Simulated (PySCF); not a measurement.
C₂H₃BF₂O, SMILES OB(F)/C=C/F.

Coordinates come from a PBE0-D3(BJ)/def2-SVP optimisation. The structure was generated by enumeration; whether it is a known compound was not checked. One conformer was computed; it need not be the lowest.

The numbers are results of PBE/def2-TZVP run with PySCF, not measurements.

```json
{
 "total_energy": "-377.63142 hartree",
 "point_group": "Cs",
 "highest_occupied_level": "-6.88 eV",
 "lowest_empty_level": "-1.95 eV",
 "orbital_gap": "4.93 eV",
 "dipole_moment": "1.88 D",
 "quadrupole, principal values (traceless, Buckingham form, about the centre of nuclear charge)": "-11.05, 0.44, 10.61 D·Å",
 "mean_static_polarisability": "43.6 bohr³ (6.47 Å³)",
 "polarisability_principal_values": "28.9, 41.4, 60.7 bohr³"
}
```
